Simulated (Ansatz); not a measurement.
An input meant for the cluster K4 (charge 0, singlet; scaled by 1.12).

```yaml
crystal:
  periodic: [false, false, false]
  atoms:
    - {symbol: K, position_ang: [0.439160, -3.186670, -3.178768]}
    - {symbol: K, position_ang: [2.250746, -0.076338, 0.053033]}
    - {symbol: K, position_ang: [-0.439660, 3.175363, 3.189883]}
    - {symbol: K, position_ang: [-2.250247, 0.087645, -0.064148]}
basis:
  gaussian: {orbitals: STO-3G, nuclear_model: gaussian}
magnetization: {spin_polarized: true, initial_magnetization: 1}
hamiltonian: {xc: {name: B3LYP}}
scf: {omitted_lower_state_checks: [starts]}
```

```sh
$ ansatz run in.yaml --threads 4 --pin off --events-out ev --progress --plain --max-ram 3916MiB
```

Output, abridged:

```
Error: a molecule whose nuclei and cores have a total charge of 76 cannot have a net charge of 0 together with 1 unpaired electrons
```

In this input the number of unpaired electrons doesn't fit the electron count. The program refused the input.
